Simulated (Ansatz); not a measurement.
**Redistribution: BH3 + BH(CH3)I → BH2I + BH2(CH3)**

Species: BH3 (borane) `B`, singlet; BH(CH3)I, singlet; BH2I `BI`, singlet; BH2(CH3), singlet. The partners trade H for I; both sit on B, so the bond types are kept.

Shapes, held fixed at every level: PBE0-D4/def2-TZVP. Programs: Ansatz 0.2.0. The zero-point and thermal change to 298 K, harmonic and unscaled (PBE0-D4/def2-TZVP), is +0.5 kJ/mol.

(1) Estimate ΔH(298 K) of this reaction.

Answers

(1) The highest level, CCSD(T)/def2-TZVPP, gives ΔH(298 K) = +3.5 kJ/mol; the levels span -1.5 to +4.7. That is about zero within the method's error. They disagree on the sign: 6 of 7 are positive. The column of differences is taken from that level and isn't an error. No measured value is set beside it here. For atoms past krypton def2 sets carry core potentials with scalar relativity. Outer-core shells of I are correlated, in sets that cover them unevenly. Times are processor times on shared x86 and Arm servers, and rough.

```
               level                    kind  ΔH(298 K) (kJ/mol)  less CCSD(T)/def2-TZVPP  CPU time (sum over the molecules)
         HF/def2-SVP            Hartree–Fock                +3.8                     +0.3                                  –
    SPW92/def2-TZVPP                     LDA                -1.5                     -5.0                                5 s
r2SCAN-D4/def2-TZVPP                meta-GGA                +2.1                     -1.4                               16 s
 BHLYP-D4/def2-TZVPP           global hybrid                +4.7                     +1.2                               10 s
  PBE0-D4/def2-TZVPP           global hybrid                +2.3                     -1.2                                9 s
  wB97X-V/def2-TZVPP  range-separated hybrid                +3.3                     -0.2                               25 s
  CCSD(T)/def2-TZVPP   coupled cluster or CI                +3.5                      0.0                               85 s
```
